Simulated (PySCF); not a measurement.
Static polarisabilities and like-pair C6 coefficients by linear response at CAM-B3LYP/def2-SVPD (PySCF, frozen core in the response, non-relativistic, gas phase), PBE0-D3(BJ)/def2-SVP geometries, one conformer each; atomic units unless stated. Spin–orbit coupling is left out although an atom past zinc is present.

```tsv
label	species	α	C6
P	`C#CC1=COC(CF)=CO1`	88.7	3129
Q	`O=C1CCCCO1`	63.7	1883
R	`c1nnco1`	36.4	617.3
S	`CC(=O)/C=C(/C)O`	72.1	2090
T	`O=C(O)c1cccc(F)c1`	87.5	3019
U	`Brc1cccnc1`	84.2	2617
```

Problem. Estimate the unlike-pair coefficients by the rule C6(AB) = 2·C6(AA)·C6(BB) / [C6(AA)·αB/αA + C6(BB)·αA/αB], and compare with the geometric mean, for PS, QR, QS, QU, RT, RU, ST and SU.

Solution. 
```csv
pair,combination rule,geometric mean,ratio
PS,2557,2557,1.000
QR,1078,1078,1.000
QS,1978,1984,0.997
QU,2205,2220,0.993
RT,1360,1365,0.996
RU,1262,1271,0.993
ST,2512,2512,1.000
SU,2337,2339,0.999
```

The rule is exact for one-pole polarisabilities and never exceeds the geometric mean; the two meet where both partners have the same effective excitation energy. These unlike-pair values are estimates, not computed integrals.
